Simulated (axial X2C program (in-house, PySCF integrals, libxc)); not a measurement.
# Spectroscopic constants of AsTe

Calculated with an in-house all-electron X2C program for linear molecules (integrals from PySCF). Spin-free means the one-electron spin-free X2C Hamiltonian; two-component (2c) means X2C with spin–orbit coupling and atomic mean-field two-electron Coulomb and Gaunt terms, so the difference of the two also holds small scalar two-electron terms. Basis: Te dyall-cv3z [11s12p8d4f1g], As dyall-cv3z [9s9p6d4f1g] (cores contracted in-house); Gaussian nuclei, density fitting, unrestricted open shells. Masses: Te 129.906 u, As 74.922 u.

State, spin-free: M_S = 1/2, Λ = 1 (beyond evenly filled blocks: π+α); electrons by block: σα: 18, σβ: 18, π+α: 10, π+β: 9, π-α: 9, π-β: 9, δ+α: 3, δ+β: 3, δ-α: 3, δ-β: 3. Fragments: Te + As.

State, 2c: Ω = 1/2 (⟨Sz⟩ = -0.50, ⟨Lz⟩ = 1.00 at HF); electrons by block: 1/2: 28, -1/2: 27, 3/2: 12, -3/2: 12, 5/2: 3, -5/2: 3. Fragments: Te + As.

| Hamiltonian | level | Re (Å) | ωe (cm⁻¹) | ωexe (cm⁻¹) | Be (cm⁻¹) | De (eV) | D0 (eV) | k (mdyn/Å) | μ (D) |
| --- | --- | --- | --- | --- | --- | --- | --- | --- | --- |
| spin-free | PBE0 | 2.336 | 334.1 | n/a | 0.06501 | 2.86 | 2.84 | 3.13 | 0.16 |
| spin-free | HF | 2.477 | 233.5 | 0.982 | 0.05781 | 0.643 | 0.628 | 1.53 | 0.48 |
| spin-free | r2SCAN | 2.347 | 326.7 | 0.911 | 0.06442 | 2.90 | 2.88 | 2.99 | 0.06 |
| 2c | HF | 2.483 | 232.1 | 1.06 | 0.05755 | n/a | n/a | 1.51 | 0.38 |

Dipoles are positive if As is the positive end.

The state is a single determinant with fixed occupations, the lowest that a limited PBE0 search found. Dissociation energies refer to the lowest single-determinant-based atoms at the same level and basis. De is not given where an atomic determinant may have missed its ground term or J level, or where the truncated virtual space spoils (T). The functionals have no current-density term, which raises determinants with orbital currents, atoms included. The determinant is spin-polarised beyond a pure state at some levels (its spin-free form has ⟨S²⟩ too high), which makes Re and μ there less reliable.

No reliable constants came from CCSD (2c), CCSD (spin-free), CCSD(T) (2c), CCSD(T) (spin-free), MP2 (2c), MP2 (spin-free), PBE0 (2c), r2SCAN (2c): no minimum in range, unconverged points, a curve that is not smooth, a change of character along it, or the two Hamiltonians disagreeing along it.

Rough cost a point (2c) on 1 thread(s) of a shared host, integrals apart: HF 2.2 s.

The whole task took 21 min on 1 thread of Arm Neoverse N1, with other jobs on the host.
